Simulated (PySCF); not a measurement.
# Reading the logs of faulty runs: B2GeH4N cation

Calculated results; nothing here was measured. The program is PySCF 2.14.0, an open-source quantum chemistry code, run on an isolated molecule that a program drew, which may never have been made. The molecule is B2GeH4N cation (charge +1, singlet), drawn as the SMILES string `B=N[B+][GeH3]`.

Each row is a Hartree-Fock (HF) and frozen-core CCSD(T) single point in the cc-pVDZ basis, meant for a local HF minimum. Run 1 is clean. Each other run has one planted mistake out of seven kinds, and not every kind appears here: one electron removed, one electron added, multiplicity raised by two, geometry at a saddle point, minimal basis STO-3G, one bond length entered in bohr, all coordinates scaled. The reference is restricted for singlets and unrestricted otherwise, and also for a bond in bohr. Adding or removing an electron swaps singlet and doublet. Electrons count all cores. HOMO and LUMO are orbital energies over both spins, the gradient is its largest component, and the lowest frequency (negative if imaginary) is given only where the gradient is small. Bond lengths are over the 7 bonds as drawn. T1 is the CCSD diagnostic: over 0.02 (restricted) or 0.045 (unrestricted) a single reference is doubtful. Germanium has the cc-pVDZ-PP basis, with a core potential (ECP10MDF) in place of its 10 inner electrons, and its 3s, 3p and 3d shells are frozen in CCSD(T).

Geometry of the clean run:
```xyz
8
B2GeH4N cation, angstrom
B    -1.5046    0.1754    1.2336
N    -0.3871   -0.4470    1.2076
B     0.7480   -1.0790    1.1813
Ge    2.5966   -2.1083    1.1385
H    -2.5250    0.7437    1.2572
H     3.6351   -1.0100    1.2625
H     2.5958   -2.8157   -0.2031
H     2.5298   -3.0398    2.3335
```

| run | electrons | basis functions | <S^2> | HOMO (eV) | LUMO (eV) | gradient (hartree/bohr) | lowest frequency (cm^-1) | mean bond (Å) | longest bond (Å) | T1 | HF (hartree) | CCSD(T) (hartree) | mistake |
|---|---|---|---|---|---|---|---|---|---|---|---|---|---|
| 1 | 52 | 85 | 0.000 | -17.55 | -3.85 | 5.6e-06 | 107 | 1.4876 | 2.116 | 0.0150 | -399.31464 | -399.74533 | no fault |
| 2 | 52 | 85 | 0.000 | -17.65 | -3.85 | 1.6e-02 | - | 1.4683 | 2.089 | 0.0147 | -399.31311 | -399.74149 | all coordinates scaled |
| 3 | 53 | 85 | 0.847 | -5.83 | 1.93 | 3.6e-02 | - | 1.4876 | 2.116 | 0.0227 | -399.49034 | -399.94356 | one electron added |
| 4 | 52 | 85 | 0.885 | -14.11 | -4.48 | 6.9e-03 | - | 1.6804 | 2.866 | 0.0371 | -399.21308 | -399.62880 | one bond length entered in bohr |
| 5 | 51 | 85 | 0.756 | -21.73 | -15.15 | 9.8e-02 | - | 1.4876 | 2.116 | 0.0834 | -398.69620 | -399.06709 | one electron removed |
| 6 | 52 | 85 | 2.016 | -12.44 | -7.83 | 9.3e-02 | - | 1.4876 | 2.116 | 0.0214 | -399.12000 | -399.52078 | ? |

**Which mistake was planted in run 6, and what did it cost?**

Electrons, basis and geometry are unchanged, and <S^2> is 2.016, beside S(S+1) = 2.00 for a multiplicity of 3. So the mistake is: multiplicity raised by two. Subtracting run 1 and multiplying by 627.51 kcal/mol a hartree, the energy moved by 122.1 kcal/mol in HF and 140.9 kcal/mol in CCSD(T).

Cautions from the logs. Run 5: T1 is over the limit, so its CCSD(T) energy is less reliable.
